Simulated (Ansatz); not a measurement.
Species: H7AlSSi2, SMILES `[SiH3][Al]([SiH3])[SH]` (Si–Al–S–H torsion 0°) with one electron removed (charge 1, multiplicity 2), formula H7AlSSi2.

Task: How many basis functions does frozen-core CCSD(T)/cc-pVTZ // PBE0-D3(BJ)/def2-TZVP (Ansatz, a program for electronic structure) use, how many core orbitals are frozen, and how many electrons are correlated?

Result: 234 basis functions and 20 frozen orbitals, which leaves 23 correlated electrons. Core time is of the order of minutes.
